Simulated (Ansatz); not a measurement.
`C[SiH2]B1N[SiH2]1` + fluoromethane → `C[SiH2]F` + `CB1N[SiH2]1`  (formal exchange of groups at the Si–B bond)

Gas-phase electronic energies from Ansatz, PBE0-D4/def2-TZVP geometries. CCSD(T)/CBS is the MP2 limit (def2-TZVPP, def2-QZVPP) plus CCSD(T) − MP2 in def2-TZVPP, frozen cores. This one scheme is used for every species. Functionals use def2-TZVPP. B3LYP here is the variant with VWN-RPA as its local correlation; programs differ in this. Each species was taken in one conformer, which may not be the lowest.

(1) Is it downhill or uphill in electronic energy at CCSD(T)/CBS, and by how much? (Best estimate.)

(2) What do these levels give: B3LYP, HF/def2-TZVPP, HF/def2-QZVPP, SCS-MP2/def2-QZVPP, MP2/CBS(def2), CCSD/CBS(def2)? (An estimate is asked.)

Largest T1 diagnostic among the species: 0.014.

Answers

(1) Computed: Downhill: ΔE = -245.0 kJ/mol.

(2) Ansatz gave: B3LYP -241.0, HF/def2-TZVPP -252.1, HF/def2-QZVPP -254.4, SCS-MP2/def2-QZVPP -252.4, MP2/CBS(def2) -258.7, CCSD/CBS(def2) -248.1 kJ/mol.

The D4 term adds +3.6 kJ/mol with B3LYP and +2.3 kJ/mol with PBE0; it sums over pairs of atoms, weighted by their polarisabilities, and B3LYP, whose exchange is more repulsive, gets the larger term. From PBE to PBE0 (25 % exact exchange), in def2-TZVPP and without D4, ΔE moves by −7.7 kJ/mol.
